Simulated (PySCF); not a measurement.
4,4-difluorobut-1-yne (C4H4F2), SMILES C(F)(F)CC#C. The structure is a stationary point at PBE-D3(BJ)/def2-SVP. One conformer was computed; it need not be the lowest.

**Question.** Give the equilibrium geometry at PBE-D3(BJ)/def2-SVP (PySCF confirms it by a frequency run) as Cartesian coordinates in Å. (The exact figures need the calculation; the answer reports its results.)

**Answer.** This is not unique; one that fits is 
```xyz
10

C      1.0217     1.4547     2.0896
C      0.8391     0.5395     1.3014
C      0.5924    -0.5486     0.3640
C     -0.6667    -0.3539    -0.4827
F     -0.8322    -1.4515    -1.2822
F     -0.5296     0.7388    -1.2859
H      1.1915     2.2660     2.7834
H      0.4885    -1.5137     0.9047
H      1.4422    -0.6652    -0.3434
H     -1.5851    -0.2226     0.1346
```
Charge 0, spin multiplicity 1.
